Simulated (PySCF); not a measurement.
Vertical excitations of a molecule C4H6ClF from TDA-PBE/def2-SVPD (PySCF), as energy in eV (oscillator strength): 6.14 (0.050), 6.26 (0.001), 6.44 (0.139), 6.67 (0.027), 6.85 (0.016), 6.91 (0.002), 6.99 (0.053), 7.41 (0.026), 7.46 (0.009), 7.69 (0.007). Lowest triplet (TDA): 4.14 eV. The structure is a stationary point at PBE0-D3(BJ)/def2-SVP. One conformer was computed; it need not be the lowest.

Question: Which structure fits?
(A) C[C@@H]1[C@H](F)[C@@H]1Cl
(B) FC1(Cl)CCC1
(C) C[C@@]1(Cl)C[C@@H]1F
(D) C[C@@H](F)/C=C\Cl

Answer: D, C[C@@H](F)/C=C\Cl
